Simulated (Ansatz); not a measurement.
## One elementary step

Start structure (CH₅GaS, singlet), relaxed at PBE0-D4/def2-TZVP:

```
8
angstrom
Ga -0.0313 -0.4622 -0.4720
H -0.5107 -0.9510 -1.8797
S 1.1692 -1.8849 0.7164
H 1.1420 -2.8628 -0.2029
C -0.3849 1.2809 0.3474
H 0.0661 1.3584 1.3368
H -1.4619 1.4417 0.4378
H 0.0118 2.0799 -0.2838
```

The step: CH₅GaS ([CH3][GaH][SH]) → CH₃GaS ([CH3][Ga][S]) + H₂; bonds formed: H2–H4; bonds broken: Ga1–H2, S3–H4. Program: Ansatz 0.2.0. Basis: def2-TZVPP and def2-QZVPP. Cores are frozen in the correlated methods. Filled d shells of the heavier atoms are correlated. The def2 sets are not built for correlating such inner shells, so the correlated values are less sure here. Extrapolation: Hartree–Fock as exp(−7.88 √X), correlation as X^−2.97. Energies below are by CCSD(T) at an estimated basis limit (MP2 extrapolated from triple and quadruple zeta, plus CCSD(T) − MP2 in triple zeta).

Q: What are the electronic barrier and the energy of the step, from the start structure to the end structure? (An estimate is asked for; the value comes from the calculation.)

A: The calculation gives: Barrier 2.075 eV; step energy 0.765 eV (uphill); reverse barrier, their difference, 1.310 eV. Barrier and step energy count from the start structure, the reverse barrier from the end structure.

The saddle point: One imaginary mode of 1412i cm⁻¹.
```
  pair  start (Å)  saddle (Å)  end (Å)
 H2–H4       3.03        1.04     0.75
Ga1–H2       1.57        1.84     3.35
 S3–H4       1.34        1.76     3.62
```

Zero-point energy (harmonic, PBE0-D4): ZPE is 1.415 eV at the start and 1.331 eV at the saddle, so the barrier goes from 2.075 to 1.992 eV.

No T1 diagnostic of these runs exceeds 0.016.

Labels in which every atom is bracketed show which atoms are joined, not bond orders.

For scale, one of the runs: CCSD(T)/def2-TZVPP, 191 basis functions (an equivalent command: `ansatz run in.yaml --threads 4`). Time: 40 s of wall clock on 4 CPU threads; the host was shared. Peak host memory: 2 GiB.
